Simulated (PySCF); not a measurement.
## `CC=C=C=C=C(C)B(C)C`, C9H13B

Geometry (Å), atoms numbered from 1 in this order:
```xyz
23

C     4.811    0.558    0.571
C     3.855   -0.595    0.562
C     2.594   -0.534    0.188
C     1.364   -0.468   -0.176
C     0.136   -0.408   -0.535
C    -1.145   -0.337   -0.878
C    -1.570   -0.571   -2.307
B    -2.190   -0.015    0.254
C    -3.712    0.067   -0.147
C    -1.751    0.221    1.742
H     5.671    0.355   -0.088
H     4.328    1.485    0.237
H     5.216    0.719    1.584
H     4.239   -1.571    0.894
H    -0.714   -0.743   -2.974
H    -2.140    0.292   -2.689
H    -2.240   -1.443   -2.375
H    -4.031   -0.819   -0.722
H    -3.857    0.923   -0.834
H    -4.396    0.200    0.703
H    -2.206    1.148    2.133
H    -2.182   -0.590    2.359
H    -0.667    0.248    1.920
```

Level of theory: TDDFT CAM-B3LYP/def2-SVPD excited states, vertical, gas phase in PySCF. Geometry: PBE0-D3(BJ)/def2-SVP.

Task: Give the one- and two-photon strengths of the lowest singlets.

Result: δ for parallel linear polarisation; σ at the peak of a Lorentzian of half width 0.1 eV, single beam; Ω is circular over linear.
```
state  E (eV)      f  photon λ (nm)  δ (au)  σ (GM)     Ω                                main
   S1    3.19  0.000            777    <0.1    0.00     –                      HOMO→LUMO 0.96
   S2    4.17  0.000            595    <0.1    0.00     –                  HOMO−1→LUMO+1 0.96
   S3    4.44  0.230            559     211    1.52  0.82  HOMO−1→LUMO 0.81, HOMO→LUMO+1 0.17
   S4    5.45  1.703            455     145    1.58  0.78  HOMO→LUMO+1 0.71, HOMO−1→LUMO 0.14
   S5    5.75  0.001            431    1.68    0.02  0.64  HOMO−2→LUMO 0.65, HOMO−3→LUMO 0.21
   S6    5.85  0.000            424    2.35    0.03  1.17  HOMO−3→LUMO 0.57, HOMO−2→LUMO 0.24
```
